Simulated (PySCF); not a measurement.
C4H12MgSi (SMILES [CH3][Mg][Si](C)(C)C), singlet, at a GFN2-xTB geometry (such geometries of metal compounds can be far from the true shape); CASSCF(4,5)/STO-3G in PySCF.

The PySCF input:
```python
from pyscf import gto, scf, mcscf
import numpy

mol = gto.M(
    atom='''
Mg   -0.554771    1.022621    1.376100
C    -1.423934    2.960273    1.118544
H    -1.869518    3.539830    1.926925
H    -2.205286    2.830948    0.357633
H    -0.656681    3.598622    0.662236
Si    0.364174   -0.751004   -0.168275
C    -1.179950   -1.236429   -1.217851
C     1.396178   -2.369451    0.034451
C     1.399600    0.388929   -1.328927
H    -0.913015   -1.684553   -2.172652
H    -1.809840   -1.949177   -0.688868
H    -1.786111   -0.352479   -1.424846
H     0.853005   -3.114809    0.609252
H     2.333886   -2.177610    0.549502
H     1.635864   -2.809949   -0.931801
H     2.337360    0.680755   -0.858029
H     0.843096    1.303102   -1.545589
H     1.644704   -0.082007   -2.278409
''',
    basis='sto-3g',
    charge=0,
    spin=0,
    verbose=4,
)

mf = scf.RHF(mol)
mf.kernel()
mc = mcscf.CASSCF(mf, 5, 4)
mc.fix_spin_(ss=0.0)
mc.kernel()
occ = numpy.linalg.eigvalsh(mc.fcisolver.make_rdm1(mc.ci, mc.ncas, mc.nelecas))[::-1]
ss = mc.fcisolver.spin_square(mc.ci, mc.ncas, mc.nelecas)[0]
print('natural occupations', occ.round(4), ' <S^2>', round(ss, 4))
```

It wrote (shortened):

```
PySCF version 2.14.0

[INPUT] verbose = 4
[INPUT] num. atoms = 18
[INPUT] num. electrons = 62
[INPUT] charge = 0
[INPUT] spin (= nelec alpha-beta = 2S) = 0
[INPUT] symmetry False subgroup None
[INPUT] Mole.unit = angstrom
[INPUT] Symbol           X                Y                Z      unit          X                Y                Z       unit  Magmom
[INPUT]  1 Mg    -0.554771000000   1.022621000000   1.376100000000 AA   -1.048365251851   1.932473619229   2.600452120014 Bohr   0.0
[INPUT]  2 C     -1.423934000000   2.960273000000   1.118544000000 AA   -2.690845279456   5.594105223945   2.113741818276 Bohr   0.0
[INPUT]  3 H     -1.869518000000   3.539830000000   1.926925000000 AA   -3.532877004945   6.689309227519   3.641360512578 Bohr   0.0
[INPUT]  4 H     -2.205286000000   2.830948000000   0.357633000000 AA   -4.167386566338   5.349716392885   0.675828423107 Bohr   0.0
[INPUT]  5 H     -0.656681000000   3.598622000000   0.662236000000 AA   -1.240947241206   6.800410005835   1.251444669827 Bohr   0.0
[INPUT]  6 Si     0.364174000000  -0.751004000000  -0.168275000000 AA    0.688189121687  -1.419191878453  -0.317993663611 Bohr   0.0
[INPUT]  7 C     -1.179950000000  -1.236429000000  -1.217851000000 AA   -2.229782340681  -2.336512182470  -2.301404850528 Bohr   0.0
[INPUT]  8 C      1.396178000000  -2.369451000000   0.034451000000 AA    2.638394041143  -4.477613455577   0.065102954717 Bohr   0.0
[INPUT]  9 C      1.399600000000   0.388929000000  -1.328927000000 AA    2.644860683941   0.734969291901  -2.511308069540 Bohr   0.0
[INPUT] 10 H     -0.913015000000  -1.684553000000  -2.172652000000 AA   -1.725348297620  -3.183343812314  -4.105717243989 Bohr   0.0
[INPUT] 11 H     -1.809840000000  -1.949177000000  -0.688868000000 AA   -3.420101929283  -3.683410698301  -1.301771855977 Bohr   0.0
[INPUT] 12 H     -1.786111000000  -0.352479000000  -1.424846000000 AA   -3.375260618073  -0.666088774661  -2.692568709682 Bohr   0.0
[INPUT] 13 H      0.853005000000  -3.114809000000   0.609252000000 AA    1.611945832885  -5.886135940330   1.151319420844 Bohr   0.0
[INPUT] 14 H      2.333886000000  -2.177610000000   0.549502000000 AA    4.410405345957  -4.115086506114   1.038408284901 Bohr   0.0
[INPUT] 15 H      1.635864000000  -2.809949000000  -0.931801000000 AA    3.091334937036  -5.310034033995  -1.760848692596 Bohr   0.0
[INPUT] 16 H      2.337360000000   0.680755000000  -0.858029000000 AA    4.416970254513   1.286440507928  -1.621439816934 Bohr   0.0
[INPUT] 17 H      0.843096000000   1.303102000000  -1.545589000000 AA    1.593220536716   2.462505892373  -2.920739911140 Bohr   0.0
[INPUT] 18 H      1.644704000000  -0.082007000000  -2.278409000000 AA    3.108040115977  -0.154970770297  -4.305569009744 Bohr   0.0

nuclear repulsion = 317.822520948502
number of shells = 34
number of NR pGTOs = 150
number of NR cGTOs = 50
basis = sto-3g
ecp = {}

******** <class 'pyscf.scf.hf.RHF'> ********
method = RHF
initial guess = minao
damping factor = 0
level_shift factor = 0
DIIS = <class 'pyscf.scf.diis.CDIIS'>
diis_start_cycle = 1
diis_space = 8
diis_damp = 0
SCF conv_tol = 1e-09
SCF conv_tol_grad = None
SCF max_cycles = 50
direct_scf = True
direct_scf_tol = 1e-13
Set gradient conv threshold to 3.16228e-05
Initial guess from minao.
init E= -639.198029894374
  HOMO = -0.208395067519866  LUMO = 0.0944201647911588  gap/eV = 8.24002
cycle= 1 E= -639.314978252359  delta_E= -0.117  |g|= 0.337  |ddm|= 4.64
  HOMO = -0.169752026592417  LUMO = 0.301375123013151  gap/eV = 12.82002
cycle= 2 E= -639.361844143031  delta_E= -0.0469  |g|= 0.0811  |ddm|= 0.659
  HOMO = -0.201761874245592  LUMO = 0.292123213572036  gap/eV = 13.43930
cycle= 3 E= -639.365536664198  delta_E= -0.00369  |g|= 0.0272  |ddm|= 0.181
  HOMO = -0.20743197771132  LUMO = 0.289114255124696  gap/eV = 13.51171
cycle= 4 E= -639.365941325311  delta_E= -0.000405  |g|= 0.00289  |ddm|= 0.0709
  HOMO = -0.206618066293541  LUMO = 0.289460770884625  gap/eV = 13.49899
cycle= 5 E= -639.365948051771  delta_E= -6.73e-06  |g|= 0.000673  |ddm|= 0.00862
  HOMO = -0.206740643984053  LUMO = 0.289385298659752  gap/eV = 13.50027
cycle= 6 E= -639.365948467361  delta_E= -4.16e-07  |g|= 0.000163  |ddm|= 0.00232
  HOMO = -0.206782218527916  LUMO = 0.28934445354112  gap/eV = 13.50029
cycle= 7 E= -639.365948487316  delta_E= -2e-08  |g|= 4.4e-05  |ddm|= 0.00045
  HOMO = -0.206780998794142  LUMO = 0.289340005415921  gap/eV = 13.50014
cycle= 8 E= -639.365948489524  delta_E= -2.21e-09  |g|= 9.13e-06  |ddm|= 0.000183
  HOMO = -0.206778903601943  LUMO = 0.289341319948558  gap/eV = 13.50012
cycle= 9 E= -639.3659484896  delta_E= -7.57e-11  |g|= 1.02e-06  |ddm|= 3.43e-05
  HOMO = -0.206778828157076  LUMO = 0.28934131664885  gap/eV = 13.50012
Extra cycle  E= -639.365948489603  delta_E= -2.96e-12  |g|= 3.26e-07  |ddm|= 2e-06
converged SCF energy = -639.365948489603

******** <class 'pyscf.mcscf.mc1step.CASSCF'> ********
CAS (2e+2e, 5o), ncore = 29, nvir = 16
max_cycle_macro = 50
max_cycle_micro = 4
conv_tol = 1e-07
conv_tol_grad = None
orbital rotation max_stepsize = 0.02
orbital rotation threshold for CI restart = 0.01
augmented hessian ah_max_cycle = 30
augmented hessian ah_conv_tol = 1e-12
augmented hessian ah_linear dependence = 1e-14
augmented hessian ah_level shift = 1e-08
augmented hessian ah_start_tol = 2.5
augmented hessian ah_start_cycle = 3
augmented hessian ah_grad_trust_region = 3
kf_trust_region = 3
kf_interval = 4
ci_response_space = 4
ci_grad_trust_region = 3
with_dep4 0
natorb = False
canonicalization = True
sorting_mo_energy = False
ao2mo_level = 2
internal_rotation = False
******** <class 'pyscf.fci.addons.SpinPenaltyFCISolver'> ********
max. cycles = 50
conv_tol = 1e-08
davidson only = True
linear dependence = 1e-12
level shift = 0.001
max iter space = 12
nroots = 1
pspace_size = 400
spin = None
CASCI E = -639.374535283653  S^2 = 0.0000000
Set conv_tol_grad to 0.000316228
macro iter   1 ( 21 JK    4 micro), CASSCF E = -639.381582056456  dE = -7.04677280e-03  S^2 = 0.0000000
               |grad[o]|=0.0137  |grad[c]|=0.0193  |ddm|=0.0193  |maxRot[o]|=0.309
macro iter   2 ( 21 JK    4 micro), CASSCF E = -639.389712925577  dE = -8.13086912e-03  S^2 = 0.0000000
               |grad[o]|=0.0159  |grad[c]|=0.0136  |ddm|=0.0212  |maxRot[o]|=0.308
macro iter   3 ( 21 JK    4 micro), CASSCF E = -639.393067666641  dE = -3.35474106e-03  S^2 = 0.0000000
               |grad[o]|=0.0151  |grad[c]|=0.00549  |ddm|=0.00508  |maxRot[o]|= 0.31
macro iter   4 ( 17 JK    4 micro), CASSCF E = -639.393164438827  dE = -9.67721860e-05  S^2 = 0.0000000
               |grad[o]|=0.00226  |grad[c]|=0.000913  |ddm|=0.00347  |maxRot[o]|=0.157
macro iter   5 ( 21 JK    4 micro), CASSCF E = -639.393185121360  dE = -2.06825330e-05  S^2 = 0.0000000
               |grad[o]|=0.000189  |grad[c]|=0.000756  |ddm|=0.000744  |maxRot[o]|= 0.31
macro iter   6 ( 20 JK    4 micro), CASSCF E = -639.393209661745  dE = -2.45403847e-05  S^2 = 0.0000000
               |grad[o]|=0.000311  |grad[c]|=0.000509  |ddm|=0.000606  |maxRot[o]|=0.292
macro iter   7 (  6 JK    1 micro), CASSCF E = -639.393215032911  dE = -5.37116614e-06  S^2 = 0.0000000
               |grad[o]|=0.000137  |grad[c]|=0.000341  |ddm|=0.000137  |maxRot[o]|=0.0798
macro iter   8 (  6 JK    1 micro), CASSCF E = -639.393219397950  dE = -4.36503944e-06  S^2 = 0.0000000
               |grad[o]|=0.000129  |grad[c]|=0.000273  |ddm|=0.000102  |maxRot[o]|=0.0798
macro iter   9 (  6 JK    1 micro), CASSCF E = -639.393222557089  dE = -3.15913906e-06  S^2 = 0.0000000
               |grad[o]|=0.000115  |grad[c]|=0.000204  |ddm|=8.12e-05  |maxRot[o]|=0.0798
macro iter  10 (  6 JK    1 micro), CASSCF E = -639.393224348811  dE = -1.79172162e-06  S^2 = 0.0000000
               |grad[o]|=9.02e-05  |grad[c]|=0.000125  |ddm|=5.84e-05  |maxRot[o]|=0.0798
macro iter  11 (  4 JK    1 micro), CASSCF E = -639.393224698703  dE = -3.49892161e-07  S^2 = 0.0000000
               |grad[o]|=4.9e-05  |grad[c]|=5.04e-05  |ddm|=2.09e-05  |maxRot[o]|= 0.04
macro iter  12 (  1 JK    1 micro), CASSCF E = -639.393224698724  dE = -2.11457518e-11  S^2 = 0.0000000
               |grad[o]|=1.75e-05  |grad[c]|=4.82e-06  |ddm|=2.62e-06  |maxRot[o]|=    0
1-step CASSCF converged in  12 macro (150 JK  30 micro) steps
CASSCF canonicalization
Density matrix diagonal elements [1.97118661 1.96907306 0.04103204 0.00264044 0.01606785]
CASSCF energy = -639.393224698724
CASCI E = -639.393224698724  E(CI) = -2.90382721330377  S^2 = 0.0000000
natural occupations [1.9734 1.9685 0.0405 0.0153 0.0024]  <S^2> 0.0
```
